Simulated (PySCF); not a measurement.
Cl₂FHOSn, SMILES [OH][Sn]([F])([Cl])[Cl].

Coordinates come from a B3LYP-D3(BJ)/def2-SVP optimisation. The def2 effective core potentials stand for the cores of Sn; spin–orbit coupling is left out. The values are those of a single conformer.

Two levels are set side by side: TDDFT-PBE/def2-SVPD (PySCF) and TDDFT-PBE0/def2-SVPD (PySCF). Vertical, same geometry. The lowest singlet is HOMO→LUMO 99 % with PBE and HOMO→LUMO 95 % with the other functional; states are paired by order. Differences are taken from unrounded values.

| quantity | TDDFT-PBE0 |
|---|---|
| lowest singlet excitation (eV) | 4.87 |
| lowest triplet excitation (TDA) (eV) | 4.46 |
| first bright state (f over 0.05) (eV) | 6.30 |
| its oscillator strength | 0.08 |

Q: What does TDDFT-PBE give, and how far is it from TDDFT-PBE0? (The exact figures need the calculation; the answer reports its results.)

A: 
| quantity | TDDFT-PBE | TDDFT-PBE minus TDDFT-PBE0 |
|---|---|---|
| lowest singlet excitation (eV) | 4.00 | -0.87 |
| lowest triplet excitation (TDA) (eV) | 3.66 | -0.80 |
| first bright state (f over 0.05) (eV) | 6.77 | 0.47 |
| its oscillator strength | 0.09 | 0.01 |

A lower first singlet is the usual sign of a functional without exact exchange. Differences between two approximate levels are no errors against the true value.

Rough cost on one machine, each run with all the roots and properties that it gave: TDDFT-PBE0 against TDDFT-PBE about 3 times.
